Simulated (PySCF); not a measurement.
# input.py for SnF⁺

File input.py (PySCF 2.14):

```python
from pyscf import gto, dft

mol = gto.M(
    atom='Sn 0 0 0; F 0 0 1.859',
    basis='ano-rcc-vdzp',
    charge=1,
    spin=0,
    verbose=3,
)
mf = dft.RKS(mol, xc='pbe')
mf = mf.sfx2c1e()
mf.kernel()
mf.analyze()
print('orbital energies (hartree):', mf.mo_energy[..., max(0, mol.nelec[1]-3):mol.nelec[0]+3].round(4))
```

```bash
$ OMP_NUM_THREADS=1 python input.py
```

It prints (some set-up lines and the per-cycle HOMO/LUMO lines with their warnings removed):

```
converged SCF energy = -6275.72002596809
**** MO energy ****
[18 lines left out]
MO #19  energy= -3.60125873454415  occ= 2
MO #20  energy= -1.32811322730953  occ= 2
MO #21  energy= -1.26399547967244  occ= 2
MO #22  energy= -1.26399536099211  occ= 2
MO #23  energy= -1.25779393584541  occ= 2
MO #24  energy= -1.25779393583096  occ= 2
MO #25  energy= -1.21724678977752  occ= 2
MO #26  energy= -0.697153347504825 occ= 2
MO #27  energy= -0.58237211717277  occ= 2
MO #28  energy= -0.582372117160755 occ= 2
MO #29  energy= -0.559567267747509 occ= 2
MO #30  energy= -0.373172464533038 occ= 0
MO #31  energy= -0.373172464519699 occ= 0
MO #32  energy= -0.265065544673575 occ= 0
[25 lines left out]
 ** Mulliken atomic charges  **
charge of    0Sn =      1.40119
charge of    1F =     -0.40119
Dipole moment(X, Y, Z, Debye): -0.00000, -0.00000, -1.99026
orbital energies (hartree): [-0.5824 -0.5824 -0.5596 -0.3732 -0.3732 -0.2651]
```

In short: E(SCF) = -6275.720026 Eh.

Hardware: Intel Xeon 6975P-C, 1 thread, shared host. Wall time 6.3 s, peak memory 0.22 GiB.

Stability towards an unrestricted solution was not tested. The bond length is a typed value, not an optimised one. The dipole of an ion depends on the origin.
